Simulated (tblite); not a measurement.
Species: C₅H₁₆Si₂.
SMILES with atom numbers: `[CH3:1][CH:2]([CH3:3])[Si@H:4]([CH3:5])[CH2:6][SiH3:7]` (hydrogens: H8, H9, H10 on C1; H11 on C2; H12, H13, H14 on C3; H15 on Si4; H16, H17, H18 on C5; H19, H20 on C6; H21, H22, H23 on Si7)

Computed with GFN2-xTB (tblite), gas phase: L-BFGS steps from a force-field or distance-geometry start until the largest atomic force falls under 0.01 eV/Å.

Step 14: E = -606.6869 eV
```
atom  x, y, z in Å  |  force x, y, z in eV/Å
C1     -1.7925   -0.8972    0.9303   -0.077  -0.070   0.023
C2     -0.9925    0.3443    0.5495    0.029  -0.020   0.043
C3     -1.9336    1.5138    0.2306   -0.049   0.087  -0.038
Si4     0.2605   -0.0290   -0.8633    0.114   0.074   0.001
C5     -0.2303   -1.5858   -1.8455    0.031  -0.064  -0.027
C6      2.0318   -0.3284   -0.2070   -0.001  -0.023   0.042
Si7     2.7422    0.9653    0.9867   -0.038   0.008  -0.005
H8     -1.1338   -1.7214    1.1896    0.059  -0.041   0.008
H9     -2.4229   -1.2137    0.1047   -0.058  -0.034  -0.052
H10    -2.4409   -0.7099    1.7831   -0.017   0.090   0.081
H11    -0.4238    0.6250    1.4380    0.131   0.014  -0.001
H12    -1.5973    2.0807   -0.6318    0.024   0.032  -0.060
H13    -2.9398    1.1608    0.0199   -0.005  -0.059  -0.053
H14    -1.9995    2.2133    1.0602   -0.026  -0.050   0.094
H15     0.2896    1.1494   -1.7492    0.003   0.004  -0.052
H16    -0.0522   -1.4753   -2.9090   -0.002   0.096  -0.043
H17    -1.2738   -1.8438   -1.7136   -0.052   0.000  -0.056
H18     0.3590   -2.4373   -1.5223   -0.003  -0.082   0.052
H19     2.7081   -0.4125   -1.0619   -0.105  -0.006   0.063
H20     2.0568   -1.3026    0.2852    0.002   0.021   0.005
H21     3.9534    0.4509    1.6358    0.025   0.000  -0.055
H22     1.7861    1.2865    2.0454   -0.033  -0.007   0.064
H23     3.0407    2.1940    0.2547    0.047   0.031  -0.032
```

Step 15: E = -606.6911 eV
```
atom  x, y, z in Å  |  force x, y, z in eV/Å
C1     -1.7957   -0.8945    0.9325   -0.067  -0.107   0.023
C2     -0.9940    0.3433    0.5424   -0.042  -0.019   0.092
C3     -1.9361    1.5142    0.2306   -0.048   0.079  -0.037
Si4     0.2626   -0.0305   -0.8634    0.049   0.007  -0.061
C5     -0.2286   -1.5872   -1.8487    0.003  -0.078  -0.039
C6      2.0296   -0.3283   -0.2033    0.025  -0.017   0.049
Si7     2.7418    0.9672    0.9859    0.004   0.026   0.038
H8     -1.1313   -1.7148    1.1898    0.034  -0.057   0.025
H9     -2.4294   -1.2183    0.1114   -0.043  -0.014  -0.045
H10    -2.4423   -0.7064    1.7887    0.033   0.094   0.033
H11    -0.4191    0.6216    1.4266    0.126   0.040   0.040
H12    -1.5983    2.0837   -0.6298    0.021   0.056  -0.033
H13    -2.9432    1.1634    0.0158    0.027  -0.062  -0.044
H14    -2.0027    2.2048    1.0688   -0.022  -0.048   0.042
H15     0.2945    1.1449   -1.7494    0.004   0.039  -0.074
H16    -0.0516   -1.4745   -2.9133    0.022   0.082  -0.001
H17    -1.2746   -1.8427   -1.7222   -0.023   0.014  -0.038
H18     0.3555   -2.4432   -1.5239   -0.015  -0.040   0.025
H19     2.7055   -0.4128   -1.0570   -0.076  -0.006   0.026
H20     2.0577   -1.3017    0.2884   -0.007   0.001   0.027
H21     3.9573    0.4562    1.6334    0.002  -0.001  -0.067
H22     1.7902    1.2857    2.0502   -0.031  -0.003   0.049
H23     3.0473    2.1969    0.2564    0.025   0.014  -0.029
```

Step 16: E = -606.6944 eV
```
atom  x, y, z in Å  |  force x, y, z in eV/Å
C1     -1.7993   -0.8942    0.9346   -0.026  -0.086   0.018
C2     -0.9958    0.3423    0.5384   -0.065  -0.011   0.091
C3     -1.9386    1.5156    0.2300   -0.019   0.030  -0.020
Si4     0.2650   -0.0315   -0.8644   -0.036  -0.044  -0.083
C5     -0.2273   -1.5895   -1.8518   -0.018  -0.057  -0.032
C6      2.0282   -0.3284   -0.1992    0.025  -0.001   0.050
Si7     2.7414    0.9693    0.9858    0.030   0.043   0.064
H8     -1.1287   -1.7108    1.1905   -0.008  -0.058   0.034
H9     -2.4355   -1.2222    0.1157   -0.020   0.003  -0.015
H10    -2.4429   -0.7019    1.7939    0.065   0.074  -0.010
H11    -0.4130    0.6197    1.4184    0.086   0.045   0.047
H12    -1.5986    2.0872   -0.6289    0.011   0.064   0.008
H13    -2.9454    1.1641    0.0116    0.051  -0.053  -0.037
H14    -2.0057    2.1972    1.0765   -0.027  -0.039  -0.010
H15     0.2985    1.1421   -1.7511    0.005   0.053  -0.082
H16    -0.0507   -1.4722   -2.9168    0.041   0.056   0.031
H17    -1.2757   -1.8416   -1.7297    0.007   0.023  -0.026
H18     0.3526   -2.4487   -1.5246   -0.028  -0.006  -0.007
H19     2.7020   -0.4131   -1.0527   -0.035  -0.008  -0.010
H20     2.0583   -1.3011    0.2915   -0.014  -0.020   0.049
H21     3.9604    0.4604    1.6301   -0.010  -0.004  -0.069
H22     1.7929    1.2849    2.0551   -0.022  -0.001   0.030
H23     3.0530    2.1994    0.2572    0.004  -0.004  -0.021
```

Step 17: E = -606.6969 eV
```
atom  x, y, z in Å  |  force x, y, z in eV/Å
C1     -1.8023   -0.8955    0.9364    0.021  -0.033   0.009
C2     -0.9978    0.3413    0.5371   -0.033  -0.005   0.049
C3     -1.9405    1.5170    0.2293    0.018  -0.028   0.001
Si4     0.2662   -0.0328   -0.8664   -0.090  -0.055  -0.063
C5     -0.2265   -1.5921   -1.8544   -0.026  -0.017  -0.016
C6      2.0275   -0.3284   -0.1953    0.002   0.012   0.037
Si7     2.7415    0.9717    0.9870    0.029   0.044   0.059
H8     -1.1269   -1.7092    1.1917   -0.045  -0.052   0.037
H9     -2.4403   -1.2250    0.1183    0.002   0.015   0.018
H10    -2.4423   -0.6971    1.7977    0.071   0.043  -0.031
H11    -0.4068    0.6192    1.4133    0.028   0.034   0.031
H12    -1.5986    2.0909   -0.6283    0.004   0.058   0.048
H13    -2.9461    1.1634    0.0077    0.056  -0.040  -0.036
H14    -2.0085    2.1911    1.0820   -0.035  -0.023  -0.043
H15     0.3014    1.1412   -1.7540    0.005   0.040  -0.071
H16    -0.0493   -1.4691   -2.9189    0.055   0.027   0.040
H17    -1.2766   -1.8404   -1.7358    0.017   0.021  -0.019
H18     0.3500   -2.4532   -1.5250   -0.033   0.011  -0.032
H19     2.6986   -0.4136   -1.0497   -0.001  -0.008  -0.025
H20     2.0584   -1.3011    0.2947   -0.017  -0.024   0.061
H21     3.9626    0.4632    1.6263   -0.005  -0.009  -0.059
H22     1.7942    1.2843    2.0592   -0.011   0.003   0.016
H23     3.0573    2.2012    0.2572   -0.012  -0.016  -0.013
```

Problem. Estimate the geometry and energy of step 18. (The exact step hangs on the optimiser's Hessian estimate; all steps are aligned on step 17, rigid shifts and turns removed.)

Solution. E = -606.6989 eV, largest force 0.096 eV/Å
```
atom  x, y, z in Å  |  force x, y, z in eV/Å
C1     -1.8040   -0.8971    0.9379    0.056   0.020   0.000
C2     -0.9994    0.3405    0.5373    0.022  -0.001  -0.003
C3     -1.9416    1.5177    0.2287    0.042  -0.067   0.015
Si4     0.2656   -0.0343   -0.8689   -0.089  -0.030  -0.021
C5     -0.2263   -1.5943   -1.8566   -0.025   0.020   0.001
C6      2.0270   -0.3283   -0.1917   -0.028   0.016   0.014
Si7     2.7419    0.9744    0.9889    0.007   0.027   0.030
H8     -1.1266   -1.7095    1.1932   -0.065  -0.046   0.036
H9     -2.4436   -1.2269    0.1204    0.016   0.022   0.041
H10    -2.4405   -0.6927    1.8001    0.057   0.016  -0.029
H11    -0.4018    0.6196    1.4104   -0.023   0.018   0.008
H12    -1.5985    2.0948   -0.6271    0.004   0.044   0.075
H13    -2.9455    1.1619    0.0040    0.047  -0.032  -0.038
H14    -2.0114    2.1863    1.0853   -0.043  -0.006  -0.051
H15     0.3035    1.1414   -1.7577    0.001   0.008  -0.047
H16    -0.0473   -1.4662   -2.9198    0.063   0.003   0.027
H17    -1.2770   -1.8392   -1.7406    0.004   0.013  -0.016
H18     0.3475   -2.4565   -1.5258   -0.029   0.012  -0.043
H19     2.6958   -0.4142   -1.0479    0.012  -0.007  -0.015
H20     2.0583   -1.3014    0.2982   -0.019  -0.008   0.058
H21     3.9642    0.4648    1.6223    0.011  -0.014  -0.042
H22     1.7948    1.2840    2.0627   -0.002   0.008   0.010
H23     3.0600    2.2021    0.2569   -0.021  -0.017  -0.007
```

The energy changes by -0.0020 eV. The first-order estimate −F·Δx gives -0.0028 eV and the mean of the old and new forces, exact on a quadratic surface, -0.0020 eV. The step makes an angle of 60° with the force vector and moves no atom by more than 0.006 Å.

The cost below is that of the whole relaxation. The run took 2.1 s on one thread of an Arm Neoverse V1, shared host with 64 logical CPUs at a one-minute load of 27.
